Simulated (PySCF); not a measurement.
An unknown gives this computed stick spectrum. The calculation used PySCF 2.14.0, density-fitted response routines, TDDFT B3LYP/def2-SVPD, vertical, gas phase, core orbitals frozen in the response. Geometries: GFN2-xTB, one conformer each.

```json
{"state": "S1", "E (eV)": "3.12", "f": "0.0007"}
{"state": "S2", "E (eV)": "4.79", "f": "0.0008"}
{"state": "S3", "E (eV)": "5.09", "f": "0.074"}
{"state": "S4", "E (eV)": "5.14", "f": "0.0040"}
{"state": "S5", "E (eV)": "5.80", "f": "0.0036"}
{"state": "S6", "E (eV)": "5.98", "f": "0.0021"}
{"state": "S7", "E (eV)": "6.16", "f": "0.034"}
{"state": "S8", "E (eV)": "6.34", "f": "0.0091"}
```

Triplets computed (Tamm–Dancoff): 2.53, 4.67, 4.69 eV.

Orbital energies (eV): HOMO-3 -9.10, HOMO-2 -8.13, HOMO-1 -7.70, HOMO -6.62, LUMO -1.98, LUMO+1 -0.68, LUMO+2 0.08.

**Question.** Which structure fits?
A. `C1=CC=CCC=C1`
B. `C1=CC2(C=C1)CC2`
C. `C(=C\[SiH3])/[SiH2]C(C)=S`
D. `C#C[C@H]1C[SiH2]C1=O`

**Answer.** D. Its S1 lies at 3.12 eV; the nearest of the others has S1 at 2.07 eV. S1 is HOMO→LUMO (97%). Löwdin shares by element: HOMO oxygen 38%, carbon 28% or more, silicon 12% (atoms not listed hold the other 22%); LUMO carbon 44% or more, oxygen 29%, silicon 11% (atoms not listed hold the other 16%). At the same level the other candidates give, for their lowest levels:
- `CC(=S)[SiH2]/C=C/[SiH3]`: 2.07 eV (f 0.001); 4.17 eV (f 0.020); 4.66 eV (f 0.031); 4.93 eV (f 0.088); 5.42 eV (f 0.044); T1 1.57 eV; HOMO -6.02, LUMO -2.61 eV
- `C1=CC=CCC=C1`: 4.83 eV (f 0.103); 5.02 eV (f 0.007); 6.08 eV (f 0.001); 6.35 eV (f 0.017); 6.38 eV (f 0.299); T1 3.29 eV; HOMO -6.34, LUMO -1.03 eV
- `C1=CC2(C=C1)CC2`: 4.70 eV (f 0.056); 5.80 eV (f 0.000); 6.03 eV (f 0.170); 6.30 eV (f 0.000); 6.38 eV (f 0.018); T1 3.02 eV; HOMO -5.96, LUMO -0.82 eV
